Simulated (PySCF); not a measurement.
# BiCl at r²SCAN

Level: r²SCAN. basis Bi def2-SVPD with ECP60, Cl def2-SVPD; scalar-relativistic core potentials; PySCF 2.14.

```json
{
  "state": "³Σ⁻ (triplet), unpaired electrons π ↑↑",
  "bond length": "2.489 Å",
  "harmonic wavenumber": "328 cm⁻¹",
  "force constant": "1.90 mdyn/Å",
  "rotational constant Be": "0.09082 cm⁻¹",
  "anharmonicity ωexe": "1.03 cm⁻¹",
  "vibration–rotation constant αe": "0.000365 cm⁻¹",
  "well depth De to Bi + Cl": "70.6 kcal/mol",
  "dissociation energy D0": "70.2 kcal/mol",
  "bond order (Mayer)": "0.81",
  "dipole moment (positive dipole means Bi(−)Cl(+))": "-3.23 D"
}
```

Spin–orbit coupling is left out, which matters for elements this heavy, above all for dissociation energies. The state was picked by a PBE0 search and need not be the measured ground state.
